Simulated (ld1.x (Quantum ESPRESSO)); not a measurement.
**antimony (Sb), TM: configuration errors across variants**

* Element: Sb (Z = 51)
* Generator: ld1.x (Quantum ESPRESSO) 7.5
* Type: norm-conserving Troullier–Martins (Kleinman–Bylander form)
* Functional: PBE
* Relativity: fully relativistic
* Frozen core: [Kr]
* Valence charge: 15
* Reference configuration: 4d10 5s1.75 5p3.25
* Partial waves: 5p (bound): rc 1.80 bohr; 4d (bound): rc 1.45 bohr; 5s (bound): rc 2.00 bohr
* Local potential: the s channel
* Core correction: a·sin(br)/r model core inside 1.35 bohr

Open shells are filled in proportion to 2j + 1 (rel_dist='average').

All-electron excitation energies from the reference (eV): (1) 4d10 5s2 5p3 -2.001; (2) 4d10 5s2 5p2 6.332; (3) 4d10 5s2 5p1 22.321; (4) 4d10 5s2 5p3.3 -3.164; (5) 4d10 5s2 5p0 46.760; (6) 4d10 5s1 5p4 6.085; (7) 4d9 5s2 5p4 29.074.

Errors AE − PS in meV (a dash: test not solved or not reliable):

```csv
change,(1),(2),(3),(4),(5),(6),(7),bound ghosts
base,0.0,+0.9,+4.3,+0.2,+3.1,-0.6,-356,none
wave 4d (bound): rc 1.45 bohr becomes 4d (bound): rc 1.00 bohr,-0.1,+0.9,+4.2,+0.2,+2.9,-0.7,-371,none
wave 4d (bound): rc 1.45 bohr becomes 4d (bound): rc 1.14 bohr,-0.1,+0.9,+4.2,+0.2,–,-0.7,-370,none
wave 4d (bound): rc 1.45 bohr becomes 4d (bound): rc 1.50 bohr,0.0,+0.9,+4.3,+0.2,+3.1,-0.6,-352,none
wave 4d (bound): rc 1.45 bohr becomes 4d (bound): rc 1.70 bohr,0.0,+0.9,+4.3,+0.2,+3.2,-0.6,-316,none
wave 4d (bound): rc 1.45 bohr becomes 4d (bound): rc 1.86 bohr,0.0,+0.9,+4.2,+0.2,+2.9,-0.7,-262,none
wave 4d (bound): rc 1.45 bohr becomes 4d (bound): rc 2.02 bohr,-0.1,+0.9,+4.1,+0.2,+1.9,-0.8,-200,none
wave 4d (bound): rc 1.45 bohr becomes 4d (bound): rc 2.18 bohr,-0.1,+0.8,+3.7,+0.1,-0.4,-0.9,-118,none
```

Give the same row for: wave 4d (bound): rc 1.45 bohr becomes 4d (bound): rc 1.32 bohr.

0.0, +0.9, +4.3, +0.2, +3.0, -0.6, -366; bound ghosts: none.
